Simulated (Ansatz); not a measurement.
A run for Ansatz (a quantum-chemistry and plane-wave program): U-CCSD(T)/cc-pVQZ on C (SMILES [C]).

Ansatz 0.2 input:
```yaml
crystal:
  periodic: [false, false, false]
  atoms:
    - {symbol: C, position_ang: [0.00000000, 0.00000000, 0.00000000]}
basis:
  gaussian:
    orbitals: cc-pVQZ
magnetization: {spin_polarized: true, initial_magnetization: 2}
correlation: {method: ccsd_t, electrons: outside_noble_gas}
scf: {omitted_lower_state_checks: [cluster_reference]}
```

Give the final energy of this run.

-37.7865 hartree (reference determinant -37.6933, T1 diagnostic 0.009).
